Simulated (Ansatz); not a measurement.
A nudged elastic band was laid between two geometries of FGe2H5 + H2O (11 atoms, charge 0, multiplicity 1).

Computed with RKS PBE-D4/def2-SVP (Ansatz 0.2.0).

```json
{
  "movable images": "8",
  "climbing image": "no",
  "spring": "5.0 eV/Å²",
  "optimiser": "quadratic models (default)",
  "start path": "through a guess of the saddle point",
  "force threshold": "0.05 eV/Å",
  "iteration limit": "60",
  "end points": "relaxed"
}
```

First end point:

```xyz
11
Properties=species:S:1:pos:R:3
Ge 0.272 -0.317 0.188
Ge 0.200 -0.058 2.611
H -0.675 -1.156 3.253
H 1.652 -0.196 3.158
H -0.320 1.356 2.955
H 1.664 -0.085 -0.469
F -0.716 1.002 -0.534
H -0.358 -1.629 -0.363
O -2.541 0.241 1.312
H -2.175 0.798 0.587
H -3.010 -0.462 0.827
```

Last end point:

```xyz
11
Properties=species:S:1:pos:R:3
Ge -0.472 0.182 -0.535
Ge -0.118 -0.322 3.422
H -0.530 -0.977 4.761
H 0.903 -1.236 2.696
H 0.535 1.055 3.691
H 0.398 1.182 0.250
F -0.223 0.477 -2.254
H -0.188 -1.329 -0.337
O -2.160 0.616 -0.148
H -2.790 -0.018 -0.539
H -1.362 -0.136 2.519
```

Problem. Which bonds break or form, and what moves?

Solution. Bonds broken: Ge1–Ge2, O9–H11. Bonds formed: Ge1–O9, Ge2–H11. FGe2H5 + H2O becomes FGeH3O + GeH4.

Problem. Give the energies along the band, and the barrier.

Solution. It converged. The highest image is number 6 of 0 to 9, 1.22 eV above the first end and 0.98 eV above the last; the last end lies 0.24 eV above the first. No image climbed, so the highest image needn't sit at the top of the path. The orbitals stay closed-shell, which can raise the energy where a bond breaks towards radicals; this wasn't checked here.

```tsv
image	path coordinate (Å)	energy (eV)	Ge1–Ge2 (Å)	O9–H11 (Å)	Ge1–O9 (Å)
0	0.00	0.00	2.44	0.97	3.08
1	1.21	0.08	2.44	0.97	3.01
2	2.43	0.11	2.43	0.97	2.98
3	3.64	0.28	2.44	0.97	2.92
4	4.85	0.39	2.45	0.98	2.81
5	6.06	1.13	2.63	1.00	2.33
6	7.28	1.22	3.21	1.80	1.84
7	8.49	0.36	3.87	2.27	1.79
8	9.71	0.25	4.17	2.74	1.79
9	10.92	0.24	4.00	2.88	1.79
```

Problem. What is the geometry of the highest image?

Solution. 
```xyz
11
Properties=species:S:1:pos:R:3
Ge -0.394 0.033 -0.241
Ge -0.199 -0.030 2.958
H -1.007 -0.365 4.220
H 0.865 -1.144 2.716
H 0.573 1.307 3.100
H 0.974 0.370 0.460
F -0.510 1.437 -1.273
H -0.251 -1.350 -0.916
O -2.167 0.056 0.268
H -2.512 -0.857 0.351
H -1.380 0.038 1.884
```

Time of the run: 4.5 min on 4 threads of Arm Neoverse V2 (shared host), peak memory 0.21 GiB.
